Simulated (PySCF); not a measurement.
# Level sweep

Compound: C3H10AlClS.
Structure used (PBE0-D3(BJ)/def2-SVP), in Å, numbered top down from 1:
```
atom  x, y, z in Å
C1    -0.9626    1.5732    0.5438
S2    -0.7564   -0.1705    0.9592
C3    -2.1904   -0.8950    0.1379
Al4    0.9982   -0.8386   -0.6777
C5     2.6230    0.0020    0.0925
Cl6    3.8394   -0.4342   -1.1891
H7    -0.9819    1.7047   -0.5476
H8    -0.0958    2.1041    0.9599
H9    -1.8811    1.9611    1.0054
H10   -3.1139   -0.5343    0.6112
H11   -2.1112   -1.9827    0.2668
H12   -2.1792   -0.6533   -0.9348
H13    0.3301   -0.0851   -1.9272
H14    0.8389   -2.4213   -0.5259
H15    2.6404    1.0991    0.1754
H16    2.9964   -0.4203    1.0369
```

PySCF, dipoles from the SCF density, polarisabilities from static response with core orbitals frozen. Geometry: PBE0-D3(BJ)/def2-SVP, one conformer, isolated molecule.

**Question.** Compare the levels for these properties.

**Answer.** 

| level | μ (D) | α (au) | anisotropy (au) |
| --- | --- | --- | --- |
| LDA/def2-SVPD | 6.207 | 112.64 | 39.45 |
| PBE/def2-SVPD | 6.260 | 110.46 | 38.49 |
| B3LYP/def2-SVPD | 6.416 | 106.42 | 34.66 |
| PBE0/def2-SVPD | 6.440 | 105.66 | 34.73 |
| BHandHLYP/def2-SVPD | 6.598 | 102.13 | 31.57 |
| CAM-B3LYP/def2-SVPD | 6.488 | 104.34 | 32.47 |
| wB97X-D/def2-SVPD | 6.508 | 104.24 | 32.27 |
| LC-wPBE/def2-SVPD | 6.532 | 101.51 | 31.07 |
| HF/def2-SVPD | 6.892 | 97.87 | 28.20 |
| PBE0/6-31G* | 6.611 | 84.86 | 31.77 |
| PBE0/6-31+G* | 6.653 | 94.53 | 30.77 |
| PBE0/def2-SVP | 6.391 | 86.09 | 29.56 |
| PBE0/aug-cc-pVDZ | 6.407 | 107.25 | 35.60 |
| PBE0/def2-TZVP | 6.387 | 99.79 | 35.95 |

The anisotropy is √(½[(α1 − α2)² + (α2 − α3)² + (α3 − α1)²]). The dipole runs from 6.21 D (LDA/def2-SVPD) to 6.89 D (HF/def2-SVPD). No reference polarisability is at hand; against PBE0 in the largest diffuse basis at hand (aug-cc-pVDZ) the other PBE0 rows deviate by 6-31G* -21%, 6-31+G* -12%, def2-SVP -20%, def2-SVPD -1%, def2-TZVP -7%. In one basis (def2-SVPD) the functionals order the polarisability from HF (lowest) to LDA (highest), a spread of 15%. With PBE0 the polarisability is 90.25 au without diffuse functions (mean of 6-31G*, def2-SVP and def2-TZVP) and 102.48 au with them (mean of 6-31+G*, def2-SVPD and aug-cc-pVDZ).
